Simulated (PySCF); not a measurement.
C₂H₅S, doublet, geometry from GFN2-xTB. Base run: M062X/3-21G (PySCF).

Input for PySCF:
```python
from pyscf import gto, scf, dft

mol = gto.Mole()
mol.atom = '''
    C     1.482554    0.659323   -0.016558
    C    -0.031544    0.783952    0.002485
    S    -0.844717   -0.823715    0.008237
    H    -0.371046    1.312006    0.895435
    H    -0.392973    1.316748   -0.878969
    H     1.933955    1.649482   -0.019490
    H     1.830643    0.118414    0.860426
    H     1.808830    0.123132   -0.904755
'''
mol.basis = '3-21g'
mol.charge = 0
mol.spin = 1
mol.verbose = 4
mol.build()

mf = dft.UKS(mol)
mf.xc = 'm062x'
mf.kernel()
mf.analyze()
```

The base run was repeated with changes; each row names its change, and settings that it needs were set with it.

```json
[
 {"change": "base", "ΔE vs base (mEh)": "0.000", "SCF cycles": "10", "<S^2>": "0.751", "outcome": "converged"},
 {"change": "DIIS = EDIIS", "ΔE vs base (mEh)": "0.000", "SCF cycles": "38", "<S^2>": "0.751", "outcome": "converged"},
 {"change": "diis_space = 2", "ΔE vs base (mEh)": "0.000", "SCF cycles": "13", "<S^2>": "0.751", "outcome": "converged"},
 {"change": "conv_tol = 1e-6", "ΔE vs base (mEh)": "0.000", "SCF cycles": "8", "<S^2>": "0.751", "outcome": "converged"},
 {"change": "damp = 0.5; diis_start_cycle = 5", "ΔE vs base (mEh)": "0.000", "SCF cycles": "11", "<S^2>": "0.751", "outcome": "converged"},
 {"change": "diis = off; damp = 0.3 (with mf.diis_start_cycle = 200; with mf.max_cycle = 150)", "ΔE vs base (mEh)": "0.000", "SCF cycles": "16", "<S^2>": "0.751", "outcome": "converged"},
 {"change": "init_guess = atom", "ΔE vs base (mEh)": "0.000", "SCF cycles": "10", "<S^2>": "0.751", "outcome": "converged"},
 {"change": "init_guess = mod_huckel", "ΔE vs base (mEh)": "1.499", "SCF cycles": "13", "<S^2>": "0.751", "outcome": "another SCF solution"},
 {"change": "diis_space = 20", "ΔE vs base (mEh)": "0.000", "SCF cycles": "10", "<S^2>": "0.751", "outcome": "converged"},
 {"change": "diis = off (with mf.max_cycle = 100)", "ΔE vs base (mEh)": "-", "SCF cycles": "100", "<S^2>": "-", "outcome": "not converged"},
 {"change": "init_guess = vsap", "ΔE vs base (mEh)": "1.499", "SCF cycles": "12", "<S^2>": "0.751", "outcome": "another SCF solution"},
 {"change": "diis = off; damp = 0.6 (with mf.diis_start_cycle = 200; with mf.max_cycle = 150)", "ΔE vs base (mEh)": "0.000", "SCF cycles": "28", "<S^2>": "0.751", "outcome": "converged"},
 {"change": "level_shift = 0.5 (with mf.max_cycle = 100)", "ΔE vs base (mEh)": "0.000", "SCF cycles": "21", "<S^2>": "0.751", "outcome": "converged"}
]
```

A guess, shift, damping, solver or small numerical setting can't move a converged solution much, so rows marked as another SCF solution ended in a different state.

Open shells are given as the SCF converged; they aren't shown to be the lowest states, and a large step between rows can be another state.
